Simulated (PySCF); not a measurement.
# Computed properties of Te(H)(Me) (CH4Te), SMILES C[TeH]

Te(H)(Me) (CH₄Te), SMILES C[TeH]. Geometry: B3LYP-D3(BJ)/def2-TZVP. The def2 effective core potentials stand for the cores of Te; spin–orbit coupling is left out. One conformer was computed; it need not be the lowest. All values are computed for the isolated molecule unless a solvent is named; none is compared with measurement here.

**Structure.** The optimised structure has Cs symmetry. All 12 harmonic modes at B3LYP-D3(BJ)/def2-TZVP (PySCF) are real, so it is a minimum.

**Vibrations.** The strongest infrared lines (harmonic, unscaled, degenerate partners summed) lie at 2114 cm⁻¹ (57 km/mol, H 99 %), 906 cm⁻¹ (20 km/mol, H 85 %, C 14 %), 1264 cm⁻¹ (14 km/mol, H 86 %, C 14 %). The softest mode is at 154 cm⁻¹ and the zero-point energy is 26.8 kcal/mol.

**Electronic structure.** B3LYP/def2-TZVPD (PySCF) places the frontier levels at -5.89 and -1.07 eV, a gap of 4.82 eV, and gives a dipole moment of 1.11 D and a mean polarisability of 58.2 bohr³.

**Excitations.** TDDFT-B3LYP/def2-SVPD (PySCF) has S1 at 3.74 eV (332 nm, f = 0.001, dark); the most intense of the 10 singlets computed lies at 7.18 eV (f = 0.14). T1 (TDA) is at 3.31 eV. No vertical singlet excitation falls in the visible range (under 3.1 eV).
